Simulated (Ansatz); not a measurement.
Ligand exchange: KBr + NaOH → KOH + NaBr

Species: KBr, singlet; NaOH `[OH][Na]`, singlet; KOH `[OH][K]`, singlet; NaBr, singlet. The partners trade Br for OH: K–Br and Na–OH bonds give way to K–OH and Na–Br.

Shapes, held fixed at every level: PBE0-D4/def2-TZVP. Programs: Ansatz 0.2.0. The zero-point and thermal change to 298 K, harmonic and unscaled (PBE0-D4/def2-TZVP), is +0.2 kJ/mol.

```
                level                    kind  ΔH(298 K) (kJ/mol)  less CCSD(T)/def2-TZVPP
    PBE-D4/def2-TZVPP                     GGA                -1.9                     -9.3
  B3LYP-D4/def2-TZVPP           global hybrid                +1.4                     -6.0
   PBE0-D4/def2-TZVPP           global hybrid                +1.6                     -5.8
r2SCAN0-D4/def2-TZVPP           global hybrid                +4.2                     -3.2
   wB97M-V/def2-TZVPP  range-separated hybrid                +2.7                     -4.7
       MP2/def2-TZVPP     perturbation theory                +6.7                     -0.7
      CCSD/def2-TZVPP   coupled cluster or CI                +8.3                     +0.9
   CCSD(T)/def2-TZVPP   coupled cluster or CI                +7.4                      0.0
```

The highest level, CCSD(T)/def2-TZVPP, gives ΔH(298 K) = +7.4 kJ/mol; the levels span -1.9 to +8.3. They disagree on the sign: 7 of 8 are positive. The column of differences is taken from that level and isn't an error. No measured value is set beside it here. Relativity is left out for Br unless named. Correlated rows may include outer-core shells of Br, K, Na, which these sets cover unevenly.
